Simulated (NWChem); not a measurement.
Species: CH5AlSe; SMILES [CH3][AlH][SeH]

```xyz
8

Al    -0.6416    -1.0659     0.1217
H     -2.1688    -1.2232     0.5284
C      0.6183    -2.5628    -0.0144
H      0.2670    -3.2989    -0.7498
H      0.6963    -3.0917     0.9449
H      1.6273    -2.2540    -0.3079
Se     0.1172     1.1018    -0.3365
H     -1.2092     1.7075    -0.0743
```
Atoms are numbered in this order, from 1.

Level: B3LYP/6-31G* (spherical d) (NWChem), optimised geometry, unscaled harmonic frequencies. This build's default masses of Se (78.918 u) and Br (79.917 u) are each other's, which moves their modes by up to 0.6 %.

### Question
List the harmonic frequencies with IR intensities, and the thermochemistry.

### Answer
```json
[
 {"frequency (cm⁻¹)": "50", "IR intensity (km/mol)": "0.0"},
 {"frequency (cm⁻¹)": "137", "IR intensity (km/mol)": "3.1"},
 {"frequency (cm⁻¹)": "258", "IR intensity (km/mol)": "0.3"},
 {"frequency (cm⁻¹)": "364", "IR intensity (km/mol)": "19.5"},
 {"frequency (cm⁻¹)": "425", "IR intensity (km/mol)": "53.7"},
 {"frequency (cm⁻¹)": "527", "IR intensity (km/mol)": "45.6"},
 {"frequency (cm⁻¹)": "607", "IR intensity (km/mol)": "0.8"},
 {"frequency (cm⁻¹)": "680", "IR intensity (km/mol)": "99.4"},
 {"frequency (cm⁻¹)": "691", "IR intensity (km/mol)": "58.5"},
 {"frequency (cm⁻¹)": "777", "IR intensity (km/mol)": "205.4"},
 {"frequency (cm⁻¹)": "1282", "IR intensity (km/mol)": "14.6"},
 {"frequency (cm⁻¹)": "1486", "IR intensity (km/mol)": "1.6"},
 {"frequency (cm⁻¹)": "1487", "IR intensity (km/mol)": "2.1"},
 {"frequency (cm⁻¹)": "1937", "IR intensity (km/mol)": "205.7"},
 {"frequency (cm⁻¹)": "2402", "IR intensity (km/mol)": "25.2"},
 {"frequency (cm⁻¹)": "3034", "IR intensity (km/mol)": "4.0"},
 {"frequency (cm⁻¹)": "3097", "IR intensity (km/mol)": "10.1"},
 {"frequency (cm⁻¹)": "3125", "IR intensity (km/mol)": "8.6"}
]
```

- zero-point energy = 32.0 kcal/mol
- thermal correction to the enthalpy at 298.15 K (with zero-point energy) = 36.4 kcal/mol
- heat capacity Cv = 19.5 cal/(mol K)
- entropy at 298.15 K and 1 atm (symmetry number 1) = 79.5 cal/(mol K)
- dipole moment = 1.34 D

Rigid rotor and harmonic oscillator; modes under 100 cm⁻¹ make the entropy uncertain.
